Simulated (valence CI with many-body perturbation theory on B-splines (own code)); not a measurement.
Values are calculated unless marked as measured or tabulated.
Basis-set convergence for Au65+

Level of theory: valence CI with perturbative core correlation (CI+MBPT): four valence electrons over a frozen Dirac-Fock core [Ne], radial functions for each j: 9 s, 9 p, 8 d, 6 f, 3 g, 1 h, with the one-electron correlation potential Σ1, the two-electron term Σ2, the three-electron term Σ3, Breit, model QED; selected CI, second order for the rest, scaled by the run's own slope (own B-spline code, finite nucleus).

No measured spectrum was set against this ion. As an estimate, large intervals hold to a few tenths of a per cent, small ones and those within an open d or f shell to about a per cent.

The reference run has the lowest level (3s^2 3p1/2^2) J=0 and an ionisation energy of 7758.43 eV. Its largest variational space holds 20000 state functions.

Levels are named by their leading jj configuration (3d3/2^4 stands for four electrons in 3d with j = 3/2), which in mixed levels can hold well under half, so a name can repeat and another be missing.

Changed runs:
A. basis 6 s, 6 p, 5 d, 3 f, 1 g
B. basis 5 s, 5 p, 4 d, 2 f

Excitation energies of the reference run in cm⁻¹, and shifts in cm⁻¹:

```csv
Level,Reference,A,B
(3s^2 3p1/2 3p3/2) J=1,3868680,-129,-358
(3s^2 3p1/2 3p3/2) J=2,3949200,-1.8,+68
(3s 3p1/2^2 3p3/2) J=2,5385690,-130,-370
(3s 3p1/2^2 3p3/2) J=1,5620640,-28,-26
(3s^2 3p1/2 3d3/2) J=2,5797560,+70,+253
(3s^2 3p1/2 3d3/2) J=1,6193270,+331,+1284
(3s^2 3p1/2 3d5/2) J=2,6859500,+118,+470
(3s^2 3p1/2 3d5/2) J=3,6872180,+242,+883
(3s 3p1/2^2 3d3/2) J=1,7352620,+19,+80
(3s 3p1/2^2 3d3/2) J=2,7417870,+116,+439
(3s^2 3p3/2^2) J=2,7881600,-120,-246
(3s^2 3p3/2^2) J=0,8059440,-30,+90
Ionisation energy (eV),7758.43,-0.035,-0.12
```
